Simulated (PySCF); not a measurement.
Cl2Si (SMILES Cl[Si]Cl), singlet, at a GFN2-xTB geometry; PySCF with DF-R2SCAN/def2-QZVPP.

The PySCF input:
```python
from pyscf import gto, scf, dft

mol = gto.Mole()
mol.atom = '''
    Si    0.000850    0.005274    0.923813
    Cl    1.016022    1.213194   -0.388268
    Cl   -1.016722   -1.217537   -0.372520
'''
mol.basis = 'def2-qzvpp'
mol.charge = 0
mol.spin = 0
mol.verbose = 4
mol.build()

mf = dft.RKS(mol)
mf.xc = 'r2scan'
mf = mf.density_fit(auxbasis='def2-universal-jkfit')
mf.kernel()
```

Output, abridged:

```
PySCF version 2.14.0

[INPUT] verbose = 4
[INPUT] num. atoms = 3
[INPUT] num. electrons = 48
[INPUT] charge = 0
[INPUT] spin (= nelec alpha-beta = 2S) = 0
[INPUT] symmetry False subgroup None
[INPUT] Mole.unit = angstrom
[INPUT] Symbol           X                Y                Z      unit          X                Y                Z       unit  Magmom
[INPUT]  1 Si     0.000850000000   0.005274000000   0.923813000000 AA    0.001606267206   0.009966415581   1.745753560313 Bohr   0.0
[INPUT]  2 Cl     1.016022000000   1.213194000000  -0.388268000000 AA    1.920003316533   2.292604395966  -0.733720182933 Bohr   0.0
[INPUT]  3 Cl    -1.016722000000  -1.217537000000  -0.372520000000 AA   -1.921326124820  -2.300811476525  -0.703960775923 Bohr   0.0

nuclear repulsion = 171.00855517407
number of shells = 66
number of NR pGTOs = 315
number of NR cGTOs = 210
basis = def2-qzvpp
ecp = {}

******** <class 'pyscf.df.df_jk.DFRKS'> ********
method = DFRKS
initial guess = minao
damping factor = 0
level_shift factor = 0
DIIS = <class 'pyscf.scf.diis.CDIIS'>
diis_start_cycle = 1
diis_space = 8
diis_damp = 0
SCF conv_tol = 1e-09
SCF conv_tol_grad = None
SCF max_cycles = 50
direct_scf = False
XC library pyscf.dft.libxc version 7.1.2
    S. Lehtola, C. Steigemann, M. J. T. Oliveira, and M. A. L. Marques,  SoftwareX 7, 1–5 (2018)
XC functionals = r2scan
    J. W. Furness, A. D. Kaplan, J. Ning, J. P. Perdew, and J. Sun,  J. Phys. Chem. Lett. 11, 8208–8215 (2020)
    J. W. Furness, A. D. Kaplan, J. Ning, J. P. Perdew, and J. Sun,  J. Phys. Chem. Lett. 11, 9248–9248 (2020)
    J. W. Furness, A. D. Kaplan, J. Ning, J. P. Perdew, and J. Sun,  J. Phys. Chem. Lett. 11, 8208–8215 (2020)
    J. W. Furness, A. D. Kaplan, J. Ning, J. P. Perdew, and J. Sun,  J. Phys. Chem. Lett. 11, 9248–9248 (2020)
radial grids:
    Treutler-Ahlrichs [JCP 102, 346 (1995); DOI:10.1063/1.469408] (M4) radial grids

becke partition: Becke, JCP 88, 2547 (1988); DOI:10.1063/1.454033
pruning grids: <function nwchem_prune>
grids dens level: 3
symmetrized grids: False
atomic radii adjust function: <function treutler_atomic_radii_adjust>
small_rho_cutoff = 0
Set gradient conv threshold to 3.16228e-05
Initial guess from minao.
tot grids = 56944
init E= -1210.05488357112
  HOMO = -0.252448893122775  LUMO = -0.121309900423534  gap/eV = 3.56847
cycle= 1 E= -1209.91610567449  delta_E= 0.139  |g|= 0.37  |ddm|= 1.49
  HOMO = -0.251662185475088  LUMO = -0.145042181752714  gap/eV = 2.90128
cycle= 2 E= -1209.85944006653  delta_E= 0.0567  |g|= 0.548  |ddm|= 0.677
  HOMO = -0.242627892966855  LUMO = -0.12275258670428  gap/eV = 3.26197
cycle= 3 E= -1209.94155333622  delta_E= -0.0821  |g|= 0.107  |ddm|= 0.47
  HOMO = -0.251928051462262  LUMO = -0.131528857988542  gap/eV = 3.27623
cycle= 4 E= -1209.94401304921  delta_E= -0.00246  |g|= 0.0369  |ddm|= 0.0881
  HOMO = -0.249660073355817  LUMO = -0.128951177997536  gap/eV = 3.28466
cycle= 5 E= -1209.94429700867  delta_E= -0.000284  |g|= 0.00488  |ddm|= 0.0217
  HOMO = -0.249781487637546  LUMO = -0.129191731932366  gap/eV = 3.28141
cycle= 6 E= -1209.94430084277  delta_E= -3.83e-06  |g|= 0.00163  |ddm|= 0.00403
  HOMO = -0.249758445237677  LUMO = -0.12914168402979  gap/eV = 3.28215
cycle= 7 E= -1209.94430142097  delta_E= -5.78e-07  |g|= 0.000408  |ddm|= 0.0011
  HOMO = -0.249748855899244  LUMO = -0.129129267735379  gap/eV = 3.28223
cycle= 8 E= -1209.94430145366  delta_E= -3.27e-08  |g|= 4.92e-05  |ddm|= 0.000252
  HOMO = -0.249753799949778  LUMO = -0.129132657728888  gap/eV = 3.28227
cycle= 9 E= -1209.94430145419  delta_E= -5.3e-10  |g|= 6.72e-06  |ddm|= 5.77e-05
  HOMO = -0.249752590660409  LUMO = -0.129131906038822  gap/eV = 3.28226
Extra cycle  E= -1209.94430145419  delta_E= 9.09e-13  |g|= 4.85e-06  |ddm|= 1.01e-05
converged SCF energy = -1209.94430145419
```
